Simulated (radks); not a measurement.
Q: Valence configurations of neutral calcium (all share [Ar]). Calculated with a radial shooting solver on a logarithmic mesh with Libxc functionals: scalar-relativistic Kohn-Sham, PBE, spin-unpolarised, spherical densities, finite nucleus; Fermi nuclear charge, rms radius 3.4776 fm. Order these by energy: 4p2; 3d1 4s1; 3d1 4p1; 4s2; 4s1 4p1; 4s1.5 4p0.5; 3d1 4s0.5 4p0.5; 3d0.5 4s1.5.

A: From the lowest, in eV above it: 4s2 0.000; 3d0.5 4s1.5 1.053; 4s1.5 4p0.5 1.196; 3d1 4s1 2.282; 4s1 4p1 2.422; 3d1 4s0.5 4p0.5 3.332; 3d1 4p1 4.394; 4p2 4.951. NIST lists [Ar] 4s2 as the ground configuration; this level of theory agrees among the configurations tried. The energies are those of spherical spin-averaged densities, not of single terms.
